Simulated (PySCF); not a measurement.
Quadrupolar nuclei of `C[C@H](C#N)OC(=O)[O-]` in NMR

C4H4NO3 (charge -1).
Geometry (GFN2-xTB, Å), atoms numbered from 1 in this order:
```xyz
12
C4H4NO3 angstrom
C     -1.298   -0.342   -0.661
C     -0.207    0.272    0.237
C     -0.603    1.608    0.628
N     -0.928    2.669    0.922
O      1.036    0.299   -0.388
C      2.038   -0.690    0.135
O      1.658   -1.343    1.092
O      3.061   -0.653   -0.512
H     -1.013   -1.362   -0.906
H     -1.382    0.231   -1.583
H     -2.259   -0.345   -0.147
H     -0.103   -0.345    1.157
```

Computed at PBE0/pcSseg-1 (PySCF, non-relativistic):

```json
{"atom": "N4", "environment": "nitrile nitrogen", "nucleus": "14N", "spin I": "1", "Q (b)": "0.02044", "CQ = χzz (MHz)": "-4.322", "η": "0.106"}
{"atom": "O5", "environment": "oxygen singly bound to a carbonyl carbon", "nucleus": "17O", "spin I": "5/2", "Q (b)": "-0.0256", "CQ = χzz (MHz)": "-11.679", "η": "0.644"}
{"atom": "O7", "environment": "oxygen bonded to C", "nucleus": "17O", "spin I": "5/2", "Q (b)": "-0.0256", "CQ = χzz (MHz)": "6.705", "η": "0.767"}
{"atom": "O8", "environment": "oxygen bonded to C", "nucleus": "17O", "spin I": "5/2", "Q (b)": "-0.0256", "CQ = χzz (MHz)": "7.788", "η": "0.538"}
```

Problem. Give the quadrupolar product PQ = |CQ|√(1 + η²/3), the quadrupolar frequency νQ = 3|CQ|/[2I(2I − 1)] and the Larmor frequency ν0 = |g| × 7.62259 MHz/T × B at 28.2 T, with g(14N) = 0.40376, g(17O) = −0.75752.

Solution. 
```csv
atom,PQ (MHz),νQ (MHz),ν0 (MHz),νQ/ν0
N4,4.330,6.482,86.79,0.075
O5,12.46,1.752,162.83,0.011
O7,7.333,1.006,162.83,0.006
O8,8.155,1.168,162.83,0.007
```

For N4: PQ = 4.322 × 1.0019, νQ = 4.322 × 1.5000, ν0 = 3.0777 MHz/T × 28.2 T.

Problem. Second-order quadrupolar shift of the central transition's centre of gravity (half-integer spins, νQ < ν0/10) at 28.2 and 35.2 T.

Solution. From −(3/40)(PQ/ν0)²[I(I + 1) − 3/4]/[I(2I − 1)]², which goes as 1/B² (ppm):

```csv
site,28.2 T,35.2 T
17O at O5,-35.1,-22.5
17O at O7,-12.2,-7.81
17O at O8,-15.1,-9.66
```

Problem. In the extreme-narrowing limit, with isotropic tumbling and one correlation time, the quadrupolar linewidth goes as PQ². What relative widths follow for the 17O sites?

Solution. O5 1, O8 0.43, O7 0.35, with O5 as 1.

Problem. Quadrupolar 1/T1 and linewidth for τc = 3 ps (extreme narrowing, isotropic tumbling)?

Solution. 1/T1 = 1/T2 = (3π²/10)(2I + 3)/[I²(2I − 1)] × PQ² × τc; the width is 1/(πT2).

| site | spin factor (2I + 3)/[I²(2I − 1)] | 1/T1 (s⁻¹) | T1 (ms) | linewidth (Hz) |
| --- | --- | --- | --- | --- |
| 14N at N4 | 5.000 | 833 | 1.2 | 265 |
| 17O at O5 | 0.320 | 441 | 2.27 | 140 |
| 17O at O7 | 0.320 | 153 | 6.54 | 48.7 |
| 17O at O8 | 0.320 | 189 | 5.29 | 60.2 |

The couplings are those of the rigid, isolated species; surroundings and motion change them. The pcSseg-1 basis has no diffuse functions, a weakness for an anion. GFN2-xTB bond lengths can be off by several hundredths of an ångström, more for odd bonds, and the gradients follow them. These gradients aren't converged with respect to the basis.

One conformer stands for the species.
